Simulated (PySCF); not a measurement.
Potential energy of MnH along the bond

Set-up: Mn def2-TZVPP, H def2-TZVPP; no relativity (PySCF 2.14). Energies in eV from Mn (3d5 4s2) + H in their ground configurations at the same level. State: ⁷Σ⁺ (septet), unpaired electrons σ ↑↑, π ↑↑, δ ↑↑.

All columns are MN15. A positive dipole means Mn(−)H(+).

```csv
R (Å),E (eV),μ (D),Mulliken charge on Mn (basis-dependent),HOMO (eV),LUMO (eV),Mayer bond order,⟨S²⟩
1.486,-1.336,-0.56,0.24,-4.80,-1.19,0.94,12.00
1.555,-1.510,-0.79,0.24,-4.91,-1.22,0.92,12.00
1.624,-1.607,-1.02,0.25,-5.02,-1.26,0.91,12.00
1.676,-1.640,-1.19,0.26,-5.09,-1.30,0.90,12.00
1.728,-1.644,-1.36,0.26,-5.16,-1.35,0.89,12.00
1.780,-1.624,-1.53,0.27,-5.22,-1.40,0.88,12.00
1.849,-1.569,-1.75,0.28,-5.30,-1.49,0.88,12.00
1.935,-1.465,-2.01,0.29,-5.39,-1.62,0.87,12.00
2.039,-1.304,-2.29,0.30,-5.50,-1.83,0.85,12.00
2.177,-1.058,-2.56,0.31,-5.65,-2.21,0.83,12.00
```

A fit through these points gives, at Re = 1.710 Å, μ = -1.30 D and dμ/dR = -3.28 D/Å; the reduced mass is 0.9897 u.

Problem. How strong is the fundamental in the double-harmonic approximation, I = 42.26·(dμ/dR)²/μred km/mol?

Solution. I = 42.26·(-3.28)²/0.9897 = 459 km/mol at MN15.

The metal atom is held in its measured ground configuration; semilocal functionals can put another filling of s and d lower by some tenths of an eV, and De to that atom would be smaller. With d or f electrons several states lie close, and the lowest PBE0 determinant need not be the measured ground state.
